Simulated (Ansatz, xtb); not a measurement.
## FH3In2Si: which of two structures lies lower

Structure a is a singlet given by its coordinates and structure b is a singlet given by its coordinates. Both are isolated molecules in the gas phase, relaxed with r2SCAN-D4/def2-SVP.

a (Å):

```
atom    x (Å)    y (Å)    z (Å)
   F   0.5282   0.4950   3.4917
  In  -1.1176   1.9836   3.1807
  In   1.8969  -0.6674   2.2983
  Si  -0.0627   1.1692   0.6123
   H   1.4401   1.3336   0.9119
   H  -0.0595   1.2432  -0.8981
   H  -0.0706  -0.3570   0.8259
```

Close contacts (Å): F1–In2 2.24, F1–In3 2.16, In2–Si4 2.89, In3–Si4 3.17, In3–H5 2.48, In3–H7 2.48, Si4–H5 1.54, Si4–H6 1.51, Si4–H7 1.54.

b (Å):

```
atom    x (Å)    y (Å)    z (Å)
   F  -1.2569   2.0020  -1.7683
  In  -0.2516   1.0924   0.0264
  In   0.6499   2.8455  -2.3513
  Si  -2.5302  -0.0364   0.9146
   H  -3.1053  -0.9876  -0.0961
   H  -2.3593  -0.8162   2.1867
   H  -3.5876   0.9962   1.1846
```

Close contacts (Å): F1–In2 2.25, F1–In3 2.16, In2–In3 3.09, In2–Si4 2.69, Si4–H5 1.50, Si4–H6 1.50, Si4–H7 1.50.

Question: Which of the two would you expect CCSD(T)/def2-SVP + ΔMP2/def2-TZVPP electronic energies to favour?

Answer: Structure a; the calculation gives E(b) − E(a) = +5.7 kcal/mol.

Level by level:

```csv
level,geometry,E(b) − E(a) (kcal/mol),departure from the last row (kcal/mol),"job, with rough time for the two"
r2SCAN-D4/def2-SVP,r2SCAN-D4/def2-SVP,+4.6,−1.1,"optimisation, 4.6 min"
HF/def2-SVP,r2SCAN-D4/def2-SVP,+3.0,−2.7,part of the CCSD(T) run
MP2/def2-SVP,r2SCAN-D4/def2-SVP,+4.0,−1.7,part of the CCSD(T) run
CCSD(T)/def2-SVP,r2SCAN-D4/def2-SVP,+5.0,−0.8,single point
CCSD(T)/def2-SVP + ΔMP2/def2-TZVPP,r2SCAN-D4/def2-SVP,+5.7,,"single point, 2.6 min"
```

The levels shown agree on the order. The largest departure from CCSD(T)/def2-SVP + ΔMP2/def2-TZVPP is that of HF/def2-SVP, 2.7 kcal/mol. Levels run at GFN2-xTB geometries aren't shown. The last row adds to CCSD(T) the change of the MP2 difference between the two basis sets, here +0.8 kcal/mol.

With harmonic frequencies from r2SCAN-D4/def2-SVP (ideal gas, rigid rotor, one conformer each, 298.15 K, 1 atm): on the last row, ΔE + ΔZPE = +5.9 kcal/mol. A mode under 50 cm⁻¹ makes harmonic enthalpies and free energies unreliable, so none is given.

The correlated steps freeze 14 core orbitals; the filled d shell of In is correlated, in a basis made for valence electrons. Atoms past krypton carry core potentials in the def2 sets and no spin–orbit term is included. Run with Ansatz 0.2.0; the last row on 1 thread of Intel(R) Xeon(R) Processor @ 2.50GHz (Skylake/Cascade Lake) on a shared host.
